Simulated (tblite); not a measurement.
Species: bromine monochloride, BrCl.
SMILES: `ClBr`

Calculated harmonic vibrations of the isolated species, GFN2-xTB (tblite), most abundant isotopes, no scaling. The method is semi-empirical: single wavenumbers can be off by several per cent or more.

Harmonic wavenumbers (cm⁻¹): 378.7.

B = 4573 MHz (linear); mass 113.887 u (most abundant isotopes); point group C∞v, symmetry number 1.

Task: Zero-point energy?

Result: ½Σν̃ = 189 cm⁻¹ = 0.54 kcal/mol.

Task: Give the ideal-gas entropy at 350 K and 1 bar in the rigid-rotor, harmonic-oscillator model (classical rotation).

Result: Translation 40.93, rotation 16.64, vibration 1.30: S = 58.9 cal/(mol K).

Task: And Cp and H(350 K) − H(0)?

Result: Cp = 8.59 cal/(mol K), of which vibrations give 1.63 (their classical limit is 1 R = 2.0); H(350 K) − H(0) = 2.72 kcal/mol without the zero-point energy, 0.29 from vibrations.

Task: What must be added to the electronic energy to get the Gibbs energy at 350 K and 1 bar?

Result: ZPE + [H(350 K) − H(0)] − T·S = 0.54 + 2.72 − 20.60 = -17.34 kcal/mol.

Task: How do the functions run with temperature in this model?

Result: 
```tsv
T (K)	S (cal/(mol K))	Cp (cal/(mol K))	H − H(0) (kcal/mol)	G − H(0) (kcal/mol)	ln q(vib)
100	48.9	7.2	0.70	-4.19	0.00
200	54.2	8.1	1.47	-9.37	0.07
300	57.6	8.5	2.30	-14.97	0.18
500	62.0	8.8	4.03	-26.96	0.41
800	66.1	8.9	6.67	-46.21	0.71
1000	68.1	8.9	8.45	-59.64	0.87
```

q(vib) and H(0) count from the zero-point level.

Task: Which modes carry the vibrational entropy at 350 K?

Result: 378.7 cm⁻¹: 1.30 cal/(mol K).

On one thread, AMD EPYC 7R43 (x86_64), no GPU (shared host), this took under 0.1 s wall. The figure is for the frequency step alone.
